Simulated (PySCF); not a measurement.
Compound: C6H8F4.
Numbering: `[CH3:1][C:2]([CH3:3])([F:4])[CH2:5][C:6]([F:7])=[C:8]([F:9])[F:10]` (hydrogens: H11, H12, H13 on C1; H14, H15, H16 on C3; H17, H18 on C5)

Geometry (PBE0-D3(BJ)/def2-SVP, Å), atoms numbered from 1 in this order:
```xyz
18
C6H8F4 angstrom
C     -1.2796    1.1944    0.0493
C     -0.6641   -0.1682    0.3042
C     -1.6963   -1.2789    0.2927
F     -0.1098   -0.1361    1.5817
C      0.4895   -0.4934   -0.6563
C      1.6003    0.4878   -0.6201
F      1.4267    1.6190   -1.3184
C      2.7227    0.3547    0.0846
F      3.0009   -0.7097    0.7974
F      3.6802    1.2440    0.1299
H     -1.7330    1.2400   -0.9515
H     -2.0597    1.3937    0.7979
H     -0.5192    1.9838    0.1185
H     -1.2254   -2.2408    0.5430
H     -2.4786   -1.0727    1.0371
H     -2.1694   -1.3666   -0.6962
H      0.1057   -0.5513   -1.6877
H      0.8811   -1.4869   -0.3937
```

The closed-shell ground state was solved at several levels (PySCF, density fitting, gas phase, non-relativistic).

| level | basis functions | total energy (Eh) | HOMO (eV) | LUMO (eV) | gap (eV) | dipole (D) |
| --- | --- | --- | --- | --- | --- | --- |
| PBE0/pcSseg-1 | 210 | -632.0815 | -7.09 | 0.56 | 7.65 | 2.79 |
| B3LYP/def2-SVPD | 276 | -632.3628 | -7.03 | -0.01 | 7.02 | 2.97 |

Question: Estimate the row for CAM-B3LYP/pcSseg-1, a basis of 210 functions; the other rows only guide the guess.

Answer: Total energy -632.5258 Eh, HOMO -8.49 eV, LUMO 1.61 eV, gap 10.10 eV, dipole 2.85 D.

Question: Over all these levels, which gives the widest orbital gap and which the narrowest?

Answer: CAM-B3LYP/pcSseg-1 (range-separated hybrid) has the widest, 10.10 eV, and B3LYP/def2-SVPD (global hybrid, 20 % exact exchange) the narrowest, 7.02 eV. Functional and basis both differ between the two, so the spread mixes both effects.

Question: How far do the dipole and the HOMO energy spread over the levels?

Answer: The dipole runs from 2.79 to 2.97 D (mean 2.87 D) and the HOMO from -8.49 to -7.03 eV.

One conformer stands for the species.
